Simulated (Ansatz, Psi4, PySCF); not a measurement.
F4Se (SMILES F[Se](F)(F)F), singlet, geometry from GFN2-xTB. Base run: PBE0/6-31G* (PySCF).

Here is a job for PySCF.
```python
from pyscf import gto, scf, dft

mol = gto.Mole()
mol.atom = '''
    Se   -0.002032    0.002541    0.359443
    F     0.968178    1.319046   -0.343353
    F     1.323339   -0.968597   -0.325172
    F    -0.964339   -1.323846   -0.335595
    F    -1.319500    0.963797   -0.353776
'''
mol.basis = '6-31g*'
mol.charge = 0
mol.spin = 0
mol.verbose = 4
mol.build()

mf = dft.RKS(mol)
mf.xc = 'pbe0'
mf.kernel()
```

The same geometry, method and basis name were run in Ansatz (an electronic-structure program) and Psi4 and PySCF, at each program's defaults and at the settings that a row names. The base is PySCF at its defaults. Differences at the defaults can come from grids, fitting, cores and function types together.

| code and settings | ΔE vs base (mEh) | basis functions | E (Eh) | SCF cycles | dipole (D) |
|---|---|---|---|---|---|
| PySCF, defaults (exact integrals, its default grid, spherical functions) | 0.000 | 88 | -2799.88785 | 9 | 2.53 |
| Psi4, defaults (density fitting with its default set, its default grid, Cartesian functions) | 146.3 | 95 | -2799.74158 | 8 | 2.54 |
| Ansatz, defaults (factorised integrals, its default grid, Cartesian functions) | -11.375 | 95 | -2799.89922 | - | - |
| PySCF, density fitting with def2-universal-jkfit | 0.021 | 88 | -2799.88782 | 9 | 2.53 |
| PySCF, fine grid | -0.034 | 88 | -2799.88788 | 9 | 2.53 |
| Psi4, exact integrals, spherical functions, fine grid | -0.035 | 88 | -2799.88788 | 10 | 2.53 |
| Ansatz, high accuracy, Cartesian functions as the basis file defines them | -11.375 | 95 | -2799.89922 | - | - |
